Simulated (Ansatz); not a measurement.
This geometry of CH2Se2 (5 atoms, charge 0, multiplicity 1) is a first-order saddle point.

Theory: RKS PBE0-D4/def2-SVP (Ansatz).

```xyz
5
Properties=species:S:1:pos:R:3
Se 0.718 -1.889 -0.277
C -0.245 -0.503 0.147
Se -0.328 1.170 -0.823
H -0.924 -0.546 1.010
H 0.779 1.768 -0.057
```

Task: Which two structures does it join? (They come from a converged band through this point; their orientation in space is the band's.)

Result: No bond is made or broken. The dihedral Se1–C2–Se3–H5 goes from -180 to 0°.

Initial state:

```xyz
5
Properties=species:S:1:pos:R:3
Se -0.430 -2.111 -0.535
C -0.115 -0.506 0.108
Se 0.260 0.987 -0.942
H -0.126 -0.303 1.187
H 0.411 1.932 0.182
```

Final state:

```xyz
5
Properties=species:S:1:pos:R:3
Se -0.260 -1.485 -1.118
C -0.122 -0.483 0.319
Se 0.263 1.332 0.464
H -0.269 -0.912 1.322
H 0.388 1.549 -0.988
```

Task: How far does it lie above each of them?

Result: 0.49 eV above the first and 0.53 eV above the second. This is the barrier of this one path; another mechanism may lie lower.

Run time: 4 min on 1 thread of Arm Neoverse V1, with other jobs on the host, peak memory 0.28 GiB.
